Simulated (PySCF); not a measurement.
**Structure from NMR data**

Molecular formula: C₂H₁₃NO₂Si₃. Simulated spectra:

$^{1}$H NMR (400 MHz, computed): δ 4.56 (s, 6H), 4.46 (s, 1H), 3.60 (s, 6H).

$^{13}$C{$^{1}$H} NMR (computed): δ 50.4 (CH3, 2C).

- PBE0-D3(BJ)/def2-SVP geometry
- GIAO CAM-B3LYP/pcSseg-1 shieldings
- program: PySCF 2.14
- in vacuum, equivalent nuclei averaged, no relativistic terms, one computed conformer

Referencing at the same level of theory: $^{1}$H (σ = 31.33 ppm), $^{13}$C (σ = 182.45 ppm) vs TMS.

Task: Propose a structure and justify it.

Result: 
The formula gives 0 degrees of unsaturation. 1 carbon signal for 2 carbons: some carbons are equivalent by symmetry or fast rotation. Carbon types of the structure: 2 × CH3, leaving 7 H on heteroatoms. δC 50.4: methyl carbon bonded to O; pulled downfield by the heteroatom. δH 4.56: hydrogen on a silicon bonded to N. δH 4.46: hydrogen on a silicon bonded to N, 2 O. δH 3.60: hydrogen on a methyl carbon bonded to O; its carbon carries O, an electronegative neighbour.

These data were computed for `CO[SiH](OC)N([SiH3])[SiH3]`.

The shifts were computed for this structure.

Shifts are as computed, not scaled to solution data. Of 1211 compounds with measured shifts, 218 miss one by over three times the rms of a fit or turn the order of signals round; such compounds aren't used in these exercises. No couplings were computed; multiplicities are counted from neighbouring protons, with m where these are inequivalent, close in shift, in a saturated or five-membered ring or joined by F or P, and br s for small geminal =CH2 splittings.
